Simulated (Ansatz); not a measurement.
Consider the cleavage of the Sn–B bond: `[BH2][SnH]([Cl])[O]C` + `O[SiH3]` → `C[O][SnH]([Cl])[O][SiH3]` + BH₃.

Isolated molecules relaxed with PBE0-D4/def2-TZVP in Ansatz; ΔE leaves out vibrations. CCSD(T)/CBS adds triple-zeta CCSD(T) − MP2 to the extrapolated MP2 energy (def2 sets, frozen cores). This one scheme is used for every species. DFT in def2-TZVPP. def2 core potentials past Kr. For Sn outer-core shells are correlated without core-valence functions, which leaves a few kJ/mol of doubt a bond. Each species was taken in one conformer, which may not be the lowest.

`[BH2][SnH]([Cl])[O]C`:

Cartesian coordinates in Å:
```
B 1.996 -1.706 -0.553
Sn 0.569 0.018 -0.685
Cl 1.797 1.876 0.070
O -0.842 -0.247 0.647
C -1.811 0.750 0.859
H 1.850 -2.521 0.303
H 2.910 -1.772 -1.313
H -0.200 0.553 -2.114
H -2.562 0.355 1.549
H -2.326 1.041 -0.068
H -1.379 1.654 1.306
```

`O[SiH3]`:

Cartesian coordinates in Å:
```
O 0.877 0.077 -0.931
Si -0.122 -0.040 0.374
H 0.476 0.196 -1.792
H -0.950 1.186 0.544
H 0.763 -0.216 1.548
H -1.045 -1.203 0.257
```

`C[O][SnH]([Cl])[O][SiH3]`:

```xyz
13

C     0.463   -0.288    2.136
O     0.613   -1.440    1.331
Sn    0.754   -1.286   -0.594
Cl    2.485    0.185   -1.058
O    -0.846   -0.403   -1.239
Si   -1.303    1.143   -1.532
H    -0.485    0.226    1.942
H     0.470   -0.613    3.179
H     1.283    0.425    1.993
H     0.938   -2.807   -1.296
H    -0.686    1.657   -2.784
H    -2.781    1.163   -1.670
H    -0.906    2.038   -0.409
```

BH₃:

Z-matrix (Å, degrees):
```
B
H 1 1.193
H 1 1.193 2 120.0
H 1 1.193 2 120.0 3 180.0
```

Question: Is it downhill or uphill in electronic energy at CCSD(T)/CBS, and by how much? (An estimate is asked.)

Answer: The calculation gave: Downhill: ΔE = -12.0 kcal/mol.

Question: What do these levels give: ωB97M-V, B2PLYP, HF/def2-QZVPP, MP2/def2-QZVPP, MP2/CBS(def2), CCSD/CBS(def2)? (Estimate.)

Answer: The calculation gave: ωB97M-V -10.9, B2PLYP -11.0, HF/def2-QZVPP -13.9, MP2/def2-QZVPP -12.6, MP2/CBS(def2) -12.6, CCSD/CBS(def2) -11.6 kcal/mol.

Largest T1 diagnostic among the species: 0.013.

The D4 term adds −2.2 kcal/mol with B3LYP and −1.3 kcal/mol with PBE0; it sums over pairs of atoms, weighted by their polarisabilities, and B3LYP, whose exchange is more repulsive, gets the larger term. In def2-TZVPP, CCSD(T) changes the Hartree–Fock value by +1.8 kcal/mol (the triples alone add −0.4 kcal/mol) and MP2 by +1.2 kcal/mol.

B3LYP here is the variant with VWN-RPA as its local correlation; programs differ in this.
